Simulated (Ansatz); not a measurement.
Other settings, tried on SiB3.

```yaml
crystal:
  periodic: [false, false, false]
  atoms:
    - {symbol: B, position_ang: [-0.832223, -0.504704, 0.050179]}
    - {symbol: B, position_ang: [-0.807876, 1.032431, 0.036619]}
    - {symbol: B, position_ang: [0.688365, 0.688506, -0.044143]}
    - {symbol: Si, position_ang: [0.951735, -1.216243, -0.042655]}
basis:
  gaussian: {orbitals: cc-pVTZ}
magnetization: {spin_polarized: true, initial_magnetization: 1}
hamiltonian: {xc: {name: r2SCAN0}, dispersion: d3bj}
output: {forces: true}
```

```sh
$ ansatz run in.yaml --threads 4 --pin off --events-out ev --progress --plain --max-ram 3916MiB
```

Output, abridged:

```
Warning: the engine holds no damping parameters fitted to this dispersion correction and functional, so the run takes those fitted to r2scan0 beside the three-body term, which d3bj leaves out (hamiltonian.dispersion, under Limitations)
Functional definition: r2SCAN0
920 factors; their error is unknown
mean field evaluation 1: about -9891.3456 eV, gradient 3.2e1 eV
mean field evaluation 2: about -9868.2145 eV, gradient 6.0e1 eV
mean field evaluation 4: about -9897.5528 eV, gradient 9.1e0 eV
mean field evaluation 8: about -9898.2120 eV, gradient 1.4e-1 eV
mean field evaluation 16: about -9898.2492 eV, gradient 5.2e-2 eV
mean field evaluation 32: about -9898.2495 eV, gradient 4.7e-5 eV
mean field -9898.24947973 eV, -363.7539591057 hartree, gradient 1.8e-5 eV, S^2 0.871661; 6 other end points of the search recorded, 0 dependent functions left out
reference -9898.24948893 eV, -363.7539594439 hartree; 15, 14 occupied and 109, 110 virtual orbitals, 920 factors
Total energy: -9898.28247060 eV, -363.7551714976 hartree
Atom 0 at    -0.832223    -0.504704     0.050179 Å, force     0.039719     0.130074    -0.002583 eV/Å
Atom 1 at    -0.807876     1.032431     0.036619 Å, force     0.189891    -0.242734    -0.009388 eV/Å
Atom 2 at     0.688365     0.688506    -0.044143 Å, force    -0.135568    -0.007474     0.008291 eV/Å
Atom 3 at     0.951735    -1.216243    -0.042655 Å, force    -0.094041     0.120135     0.003680 eV/Å
Dipole moment:     0.061751    -0.078907    -0.002701 e Å
```

Run time 11 s (4 threads of Arm Neoverse V1 on a shared host).

The charge 0 doublet is spin-contaminated (final ⟨S²⟩ up to 0.87, 0.75 for a pure state).
